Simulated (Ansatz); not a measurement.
A structure relaxed at PBE0-D4/def2-SVP in Ansatz, charge 0, singlet:

```csv
atom,x (Å),y (Å),z (Å)
Cd1,0.2930,1.7804,2.7475
Cd2,1.2225,1.4800,-2.6715
Cd3,0.2163,-0.7363,-4.2662
Cd4,-0.5912,-1.2713,-0.0268
Cd5,0.7833,1.6893,0.0392
Cd6,-0.7643,-0.4875,4.2287
O7,0.3886,-1.5722,-1.8931
O8,-1.3867,0.8391,0.2478
O9,1.6457,-0.9851,-1.5412
O10,-1.8455,0.5635,1.5347
O11,-1.4996,-0.7924,1.8374
O12,1.5379,-0.5075,-0.2364
```

Problem. Give its formula and point group.

Solution. the cluster Cd6O6. Point group C2 (tolerance 0.1 Å).

Problem. Summarise the bond lengths by kind (pairs closer than 1.2 times the sum of covalent radii, bridged metal pairs left out).

Solution. 6 × Cd–O 2.13 to 2.34 Å; 4 × O–O 1.39 to 1.43 Å; 4 × Cd–Cd 2.75 to 2.91 Å.

In the def2 sets Cd takes a core potential; there is no spin–orbit coupling. The structure holds 4 bonds between oxygen atoms, so isomers without such links may lie far lower. Another isomer (singlet) lies 1.11 eV lower at PBE0-D4/def2-TZVP; other spin states weren't run for this one.
